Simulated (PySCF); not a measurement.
C3H6OSe, SMILES CC[Se]C=O. The structure is a stationary point at PBE0-D3(BJ)/def2-SVP. The structure was generated by enumeration, and PubChem lists no compound with its InChIKey, so it may never have been made. Other conformers were not sampled.

Computed equilibrium geometry at PBE0-D3(BJ)/def2-SVP (PySCF confirms it by a frequency run) as a Z-matrix (one conformer of several):
```
C
H 1 1.0998
H 1 1.1020 2 106.62
C 1 1.5151 2 111.89 3 -122.76
H 4 1.1001 1 111.38 2 -60.90
H 4 1.1003 5 107.53 1 122.30
H 4 1.1022 5 108.01 6 116.28
Se 1 1.9548 2 105.26 3 112.96
C 8 1.9201 1 96.23 2 -147.28
O 9 1.1918 8 124.69 1 -177.44
H 9 1.1217 10 123.91 8 179.13
```
Charge 0, spin multiplicity 1.
